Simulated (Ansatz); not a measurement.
```xyz
8

O    -1.0369    1.4016   -1.3068
Ge    0.1429    0.9179   -0.0501
N    -0.3323   -0.6946    0.8428
Al    1.2138   -1.1777    0.1664
H    -1.1224    0.7350   -1.9920
H     0.1099    2.1690    0.8496
H    -1.1376   -0.9134    1.4105
H     2.1627   -2.4380    0.0797
```

Charge 0, multiplicity 1.

Q: List the r2SCAN/def2-TZVPP orbital energies in eV (Ansatz). (Best estimate.)

A: Computed: Occupied: -10834.15, -1517.29, -1349.18, -1199.25, -1199.22, -1199.21, -515.33, -384.71, -167.42, -117.16, -117.11, -117.06, -110.80, -71.11, -70.97, -70.89, -30.56, -30.44, -30.37, -30.35, -30.32, -25.34, -20.94, -14.01, -12.49, -10.31, -9.47, -8.94, -8.10, -7.27, -6.65, -5.75. Lowest empty: -1.74, -1.42, -0.34, 0.57, 1.41, 1.90, 2.38, 2.81.
